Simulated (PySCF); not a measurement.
## Dipole response of B⁺ (boron, charge +1)

[He] 2s2, closed-shell 1S. Computed with PySCF 2.14 in aug-cc-pVTZ, with no relativity, point nucleus. Coupled (time-dependent) response in atomic units; α is the mean over directions.

```tsv
method	mean α (bohr³)	C₆ (like pair)	S(−4)
UHF	11.36	31.69	113.7
PBE	10.68	29.09	99.60
PBE0	10.79	29.50	101.9
wB97X	11.25	31.61	109.3
B97-3	10.68	28.87	101.3
```

S(−4) is the Cauchy moment in α(ω) = α(0) + S(−4) ω² + …

α(iu) at wB97X:

```json
{"u (hartree)": "0", "α(iu) (bohr³)": "11.25"}
{"u (hartree)": "0.0500", "α(iu) (bohr³)": "10.99"}
{"u (hartree)": "0.100", "α(iu) (bohr³)": "10.26"}
{"u (hartree)": "0.200", "α(iu) (bohr³)": "8.147"}
{"u (hartree)": "0.300", "α(iu) (bohr³)": "6.112"}
{"u (hartree)": "0.500", "α(iu) (bohr³)": "3.491"}
{"u (hartree)": "0.750", "α(iu) (bohr³)": "1.977"}
{"u (hartree)": "1.00", "α(iu) (bohr³)": "1.268"}
{"u (hartree)": "1.50", "α(iu) (bohr³)": "0.6552"}
{"u (hartree)": "2.00", "α(iu) (bohr³)": "0.4028"}
{"u (hartree)": "3.00", "α(iu) (bohr³)": "0.1994"}
{"u (hartree)": "5.00", "α(iu) (bohr³)": "0.08151"}
```

A single London oscillator, α(iu) = α/(1 + u²/ω²), gives C₆ = (3/4) ω α². Matching the computed C₆ needs ω = 4 × 31.61 / (3 × 11.25²) = 0.333 hartree.

For an ion, C₆ is the dispersion term alone; charge-induced terms of lower order in 1/R come first.
